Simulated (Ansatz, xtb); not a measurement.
Diatomic CuSn, multiplicity 2 (lowest of 2S+1 = 2, 4 at PBE0/def2-TZVPP; our sources give no spin for the ground state, which may be another). No spin–orbit coupling. Cu is treated without relativity.

Constants: fifth-degree fit in 1/R to seven points, most abundant isotopes. In def2 and cc sets the state is the lowest found near the PBE0 minimum, followed along R.

The values were computed with Ansatz (Gaussian orbitals); xtb for the GFN methods. Each number belongs to the level named beside it. In def2 rows elements past Kr take small-core potentials, without spin–orbit coupling. The GFN methods have no spin term and hold the electronic entropy of 300 K.

```
level                 r_e (Å)  ω_e (cm⁻¹)  B_e (cm⁻¹)  ω_e x_e (cm⁻¹)  dipole (D)
--------------------  -------  ----------  ----------  --------------  ----------
GFN1-xTB                2.415         262      0.0700             1.0           -
GFN2-xTB                2.511         177      0.0648            0.28           -
SVWN5/def2-TZVPP        2.403         235      0.0707            0.70        0.16
PBE/def2-TZVPP          2.475         213      0.0667            0.64        0.20
r2SCAN/def2-TZVPP       2.445         222      0.0683            0.64        0.68
B97M-V/def2-TZVPP       2.495         204      0.0656            0.61        0.12
B3LYP/def2-TZVPP        2.506         201      0.0650            0.61        0.43
PBE0/def2-TZVPP         2.494         205      0.0657            0.60        0.90
BHLYP/def2-TZVPP        2.540         192      0.0633            0.52        1.30
CAM-B3LYP/def2-TZVPP    2.486         209      0.0661            0.58        0.95
wB97X-V/def2-TZVPP      2.488         211      0.0660            0.53        1.60
wB97M-V/def2-TZVPP      2.489         210      0.0659            0.55        1.38
B2PLYP/def2-TZVPP       2.476         210      0.0666            0.64           -
```

Correlated levels freeze the inner cores; with def2 sets outer-core shells near the valence are correlated too.

Ansatz is an electronic-structure program.
